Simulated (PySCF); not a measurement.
**Computed structure and properties of PmO(OH)**

System: PmO(OH) (singlet in the valence; each metal's 4f electrons, 4 of them, lie in its core potential, out of spins and levels); start: template (C1). Method: PySCF 2.14.0, RKS PBE0, Pm lcecp-1-SVP with ECP50, O def2-SVP, H def2-SVP; non-relativistic Hamiltonian with scalar-relativistic core potentials where named; density fitting; no spin-orbit coupling.

Input of the relaxation:

```python
mol = gto.M(atom='''
Pm     0.04569    -0.00051    -0.15478
O      1.74109    -0.00051     0.60392
O     -1.97041    -0.00051     0.74752
H     -2.93001     0.09009     0.80652''',
    basis={'Pm': 'lcecp-1-SVP', 'O': 'def2-SVP', 'H': 'def2-SVP'},
    ecp={'Pm': 'lcecp-1-SVP'},
    charge=0, spin=0)
mf = dft.RKS(mol, xc='PBE0')
mf.grids.atom_grid = (50, 194)  # f atoms: unpruned, at least (60, 302)
mf = mf.density_fit()  # fitting sets: Pm AutoAux, O def2-universal-JKFIT, H def2-universal-JKFIT
mf.conv_tol = 1e-08; mf.max_cycle = 55
mf.kernel(dm0)  # dm0: converged density of the start geometry
# quasi-Newton relaxation in Cartesian coordinates to a largest gradient under 0.00045 Eh/bohr, steps kept in the point group
```

Run from Python with OMP_NUM_THREADS=2; the lines above give its settings. Where DIIS fails, smearing, a level shift and second-order steps follow.
It took 32 s on 2 threads of Arm Neoverse V1 (shared host), from the converged density of the start.

Course of the relaxation:

```csv
step,energy above end (eV),largest force component within the symmetry (eV/Å)
0,0.3852,1.232
1,0.2909,0.423
2,0.1942,1.377
3,0.1734,1.269
4,0.1432,0.381
5,0.1251,0.372
6,0.1018,0.429
7,0.0826,0.876
13,0.0011,0.116
14,0.0004,0.059
15,0.0003,0.037
16,0.0001,0.022
17,0.0000,0.013
18,0.0000,0.023
```
(The steps between are left out.)

Relaxed geometry (Cs):

```xyz
4

Pm   -0.0012   -0.0446   -0.4551
O     1.2566    0.0335    0.9269
O    -1.9647    0.0214    0.3399
H    -2.4043    0.0782    1.1915
```

```json
{"contact": "Pm1–O2 (O)", "Å": "1.870"}
{"contact": "Pm1–O3 (OH)", "Å": "2.119"}
```

On the finer grid (75, 302):

```yaml
HOMO: -6.24 eV
LUMO: -1.80 eV
Dipole_about_the_centre_of_mass: 6.03 D
Set_of_Mulliken_populations_of_Pm1_outside_the_core_potential: s 2.11, p 6.21, d 1.77, f 0.11
D3_BJ_dispersion_energy_not_in_the_energies: -0.044 eV
```

```json
{"atom": "Pm1", "Mulliken (e)": "0.81", "Löwdin (e)": "0.63", "spin (e)": "0.00"}
{"atom": "O2", "Mulliken (e)": "-0.46", "Löwdin (e)": "-0.40", "spin (e)": "0.00"}
{"atom": "O3", "Mulliken (e)": "-0.53", "Löwdin (e)": "-0.31", "spin (e)": "0.00"}
{"atom": "H4", "Mulliken (e)": "0.19", "Löwdin (e)": "0.08", "spin (e)": "0.00"}
```

The 4f levels lie in the core potential and are missing. Their spin isn't counted.

On the grid (50, 194), as all that follows. Harmonic modes: a minimum; lowest 149 cm⁻¹ (negative: unstable), highest 3956 cm⁻¹, zero-point energy 0.396 eV.

Rigid scan of O along the line from its metal:

distance to O2 (Å), energy (eV) and a bar:
```
     1.57      2.453 ##############################
     1.67      0.935 ###########
     1.77      0.201 ##
     1.87      0.000 
     1.97      0.152 ##
     2.07      0.532 #######
     2.17      1.050 #############
     2.32      1.959 ########################
```

Taking off one OH (charge -1, singlet; the rest: singlet) in vacuum, both parts rigid, costs 10.73 eV; the small basis without counterpoise inflates it. Most of it is the attraction of opposite charges; other ways to part are cheaper, and one spin state was tried for the rest.

Rigid scan of OH along the line from its metal:

```json
{"distance to O3 (Å)": "1.82", "energy (eV)": "1.235"}
{"distance to O3 (Å)": "1.92", "energy (eV)": "0.473"}
{"distance to O3 (Å)": "2.02", "energy (eV)": "0.102"}
{"distance to O3 (Å)": "2.12", "energy (eV)": "0.000"}
{"distance to O3 (Å)": "2.22", "energy (eV)": "0.078"}
{"distance to O3 (Å)": "2.32", "energy (eV)": "0.274"}
{"distance to O3 (Å)": "2.52", "energy (eV)": "0.852"}
{"distance to O3 (Å)": "2.82", "energy (eV)": "1.854"}
{"distance to O3 (Å)": "3.22", "energy (eV)": "3.052"}
{"distance to O3 (Å)": "3.72", "energy (eV)": "4.130"}
```

One start shape was tried, so this needn't be the lowest isomer.

An lcecp potential fixes the number of 4f electrons, so in runs with it no electron can move into or out of that shell.
